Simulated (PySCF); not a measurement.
C2H8BrGeN (SMILES C[N](C)[GeH2][Br]), singlet, at a GFN2-xTB geometry, atoms displaced at random by about 0.03 Å a coordinate; TPSS/STO-3G, gradient run with PySCF.

PySCF was given this input:
```python
from pyscf import gto, scf, dft

mol = gto.Mole()
mol.atom = '''
    Ge   -0.046737    0.433851   -0.757720
    Br    1.615185   -0.294818    0.699330
    N    -1.648042    0.043669    0.049750
    C    -2.817831    0.697577   -0.307387
    C    -1.859854   -1.380050    0.491709
    H     0.338891   -0.187963   -2.044838
    H    -0.004032    1.921121   -0.717749
    H    -2.528169    1.723961   -0.546427
    H    -3.323040    0.267570   -1.092994
    H    -3.493497    0.742708    0.535175
    H    -2.579854   -1.366519    1.253851
    H    -0.998907   -1.874019    0.717922
    H    -2.351720   -1.929795   -0.405931
'''
mol.basis = 'sto-3g'
mol.charge = 0
mol.spin = 0
mol.verbose = 4
mol.build()

mf = dft.RKS(mol)
mf.xc = 'tpss'
mf.kernel()
g = mf.nuc_grad_method()
g.grid_response = True
grad = g.kernel()
```

Predict the main parts of the log of this PySCF run.


```
PySCF version 2.14.0

[INPUT] verbose = 4
[INPUT] num. atoms = 13
[INPUT] num. electrons = 94
[INPUT] charge = 0
[INPUT] spin (= nelec alpha-beta = 2S) = 0
[INPUT] symmetry False subgroup None
[INPUT] Mole.unit = angstrom
[INPUT] Symbol           X                Y                Z      unit          X                Y                Z       unit  Magmom
[INPUT]  1 Ge    -0.046737000000   0.433851000000  -0.757720000000 AA   -0.088320129884   0.819859568869  -1.431883279105 Bohr   0.0
[INPUT]  2 Br     1.615185000000  -0.294818000000   0.699330000000 AA    3.052257290506  -0.557125276592   1.321542170692 Bohr   0.0
[INPUT]  3 N     -1.648042000000   0.043669000000   0.049750000000 AA   -3.114348021780   0.082522450134   0.094013874697 Bohr   0.0
[INPUT]  4 C     -2.817831000000   0.697577000000  -0.307387000000 AA   -5.324928855309   1.318229480796  -0.580877244252 Bohr   0.0
[INPUT]  5 C     -1.859854000000  -1.380050000000   0.491709000000 AA   -3.514614691677  -2.607916538206   0.929195342984 Bohr   0.0
[INPUT]  6 H      0.338891000000  -0.187963000000  -2.044838000000 AA    0.640411176080  -0.355198591552  -3.864183789103 Bohr   0.0
[INPUT]  7 H     -0.004032000000   1.921121000000  -0.717749000000 AA   -0.007619375734   3.630392542151  -1.356349036180 Bohr   0.0
[INPUT]  8 H     -2.528169000000   1.723961000000  -0.546427000000 AA   -4.777547006616   3.257814139431  -1.032597377068 Bohr   0.0
[INPUT]  9 H     -3.323040000000   0.267570000000  -1.092994000000 AA   -6.279635500975   0.505634019150  -2.065459315793 Bohr   0.0
[INPUT] 10 H     -3.493497000000   0.742708000000   0.535175000000 AA   -6.601752546990   1.403514710523   1.011334178714 Bohr   0.0
[INPUT] 11 H     -2.579854000000  -1.366519000000   1.253851000000 AA   -4.875217501364  -2.582346654015   2.369434991012 Bohr   0.0
[INPUT] 12 H     -0.998907000000  -1.874019000000   0.717922000000 AA   -1.887660653911  -3.541382662231   1.356675958800 Bohr   0.0
[INPUT] 13 H     -2.351720000000  -1.929795000000  -0.405931000000 AA   -4.444106721662  -3.646784026555  -0.767098415471 Bohr   0.0

nuclear repulsion = 660.977136940422
number of shells = 33
number of NR pGTOs = 177
number of NR cGTOs = 59
basis = sto-3g
ecp = {}

******** <class 'pyscf.dft.rks.RKS'> ********
method = RKS
initial guess = minao
damping factor = 0
level_shift factor = 0
DIIS = <class 'pyscf.scf.diis.CDIIS'>
diis_start_cycle = 1
diis_space = 8
diis_damp = 0
SCF conv_tol = 1e-09
SCF conv_tol_grad = None
SCF max_cycles = 50
direct_scf = True
direct_scf_tol = 1e-13
XC library pyscf.dft.libxc version 7.1.2
    S. Lehtola, C. Steigemann, M. J. T. Oliveira, and M. A. L. Marques,  SoftwareX 7, 1–5 (2018)
XC functionals = tpss
    J. Tao, J. P. Perdew, V. N. Staroverov, and G. E. Scuseria,  Phys. Rev. Lett. 91, 146401 (2003)
    J. P. Perdew, J. Tao, V. N. Staroverov, and G. E. Scuseria,  J. Chem. Phys. 120, 6898 (2004)
    J. Tao, J. P. Perdew, V. N. Staroverov, and G. E. Scuseria,  Phys. Rev. Lett. 91, 146401 (2003)
    J. P. Perdew, J. Tao, V. N. Staroverov, and G. E. Scuseria,  J. Chem. Phys. 120, 6898 (2004)
radial grids:
    Treutler-Ahlrichs [JCP 102, 346 (1995); DOI:10.1063/1.469408] (M4) radial grids

becke partition: Becke, JCP 88, 2547 (1988); DOI:10.1063/1.454033
pruning grids: <function nwchem_prune>
grids dens level: 3
symmetrized grids: False
atomic radii adjust function: <function treutler_atomic_radii_adjust>
small_rho_cutoff = 0
Set gradient conv threshold to 3.16228e-05
Initial guess from minao.
tot grids = 161672
init E= -4727.74442383319
  HOMO = -0.461096250690041  LUMO = -0.350217627203636  gap/eV = 3.01716
cycle= 1 E= -4733.01531542325  delta_E= -5.27  |g|= 0.519  |ddm|= 4.29
  HOMO = 0.0597257818480271  LUMO = 0.200801361759192  gap/eV = 3.83886
cycle= 2 E= -4733.02612012889  delta_E= -0.0108  |g|= 0.569  |ddm|= 2.18
  HOMO = -0.0831647243479066  LUMO = 0.13046299292595  gap/eV = 5.81311
cycle= 3 E= -4733.13404302889  delta_E= -0.108  |g|= 0.0992  |ddm|= 1.17
  HOMO = -0.0647445359969014  LUMO = 0.12053370518131  gap/eV = 5.04168
cycle= 4 E= -4733.13852760379  delta_E= -0.00448  |g|= 0.0249  |ddm|= 0.31
  HOMO = -0.0681244774202548  LUMO = 0.119351056367256  gap/eV = 5.10147
cycle= 5 E= -4733.13891049808  delta_E= -0.000383  |g|= 0.00389  |ddm|= 0.0791
  HOMO = -0.0680122085305325  LUMO = 0.120051490480692  gap/eV = 5.11747
cycle= 6 E= -4733.13891738483  delta_E= -6.89e-06  |g|= 0.00107  |ddm|= 0.00929
  HOMO = -0.0679128467032755  LUMO = 0.120061956075388  gap/eV = 5.11505
cycle= 7 E= -4733.13891775252  delta_E= -3.68e-07  |g|= 0.000186  |ddm|= 0.00194
  HOMO = -0.06793805747402  LUMO = 0.120079421928489  gap/eV = 5.11622
cycle= 8 E= -4733.13891776294  delta_E= -1.04e-08  |g|= 8e-05  |ddm|= 0.000452
  HOMO = -0.0679314763849753  LUMO = 0.120073927993972  gap/eV = 5.11589
cycle= 9 E= -4733.13891776517  delta_E= -2.23e-09  |g|= 6.46e-06  |ddm|= 0.000138
  HOMO = -0.0679312206802933  LUMO = 0.120073758579142  gap/eV = 5.11588
cycle= 10 E= -4733.13891776515  delta_E= 1.46e-11  |g|= 2.41e-06  |ddm|= 1.68e-05
  HOMO = -0.0679313936689648  LUMO = 0.120073521607886  gap/eV = 5.11587
Extra cycle  E= -4733.13891776517  delta_E= -1.46e-11  |g|= 2.38e-06  |ddm|= 7.28e-06
converged SCF energy = -4733.13891776517

******** <class 'pyscf.grad.rks.Gradients'> for <class 'pyscf.dft.rks.RKS'> ********
unit = Eh/Bohr
grid_response = True
--------------- RKS gradients ---------------
         x                y                z
0 Ge     0.0150938363    -0.0109879018    -0.0047465764
1 Br     0.0091530942    -0.0023900857     0.0061118145
2 N    -0.1306400794     0.0451376112    -0.0167013633
3 C     0.0104048369    -0.0651807281    -0.0292504951
4 C     0.0689193392    -0.0337679232     0.1042835353
5 H     0.0086988051    -0.0111542001    -0.0227971590
6 H     0.0014138536     0.0279799268     0.0055095270
7 H     0.0074437452    -0.0137074229     0.0082052305
8 H     0.0432154727     0.0292349037     0.0654066262
9 H     0.0202507997    -0.0014631566    -0.0193077147
10 H     0.0302450769     0.0053999924    -0.0446727901
11 H    -0.0728901041     0.0348100894    -0.0263298095
12 H    -0.0113086765    -0.0039111052    -0.0257108255
----------------------------------------------
```
